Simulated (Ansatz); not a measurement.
Reaction (redistribution): `[BH2][SnH2][C]#C` + `[CH3][Na]` → `[BH2][SnH2][CH3]` + `C#[C][Na]`

Calculated with Ansatz (gas phase, PBE0-D4/def2-TZVP geometries, no zero-point term in ΔE). CCSD(T)/CBS adds triple-zeta CCSD(T) − MP2 to the extrapolated MP2 energy (def2 sets, frozen cores). Functionals use def2-TZVPP. Elements past krypton have def2 core potentials. For Na, Sn outer-core shells are correlated without core-valence functions, which leaves a few kJ/mol of doubt a bond.

```csv
level,ΔE (kJ/mol)
PBE0,-75.3
HF/def2-SVP,-90.5
```

**Question.** What does CCSD(T)/CBS give? (Best estimate.)

**Answer.** Ansatz gave: -78.9 kJ/mol. The listed levels differ from it by 3.6, -11.6 kJ/mol.

Largest T1 diagnostic among the species: 0.014.

Leaving LDA and LC-ωPBE aside and taking each functional with its dispersion term where it has one, the values, not all of them listed here, spread over 23.0 kJ/mol, from r2SCAN0-D4 to BLYP-D4. In def2-TZVPP, CCSD(T) changes the Hartree–Fock value by +9.8 kJ/mol (the triples alone add +1.6 kJ/mol) and MP2 by +13.2 kJ/mol. From PBE to PBE0 (25 % exact exchange), in def2-TZVPP and without D4, ΔE moves by −9.7 kJ/mol.
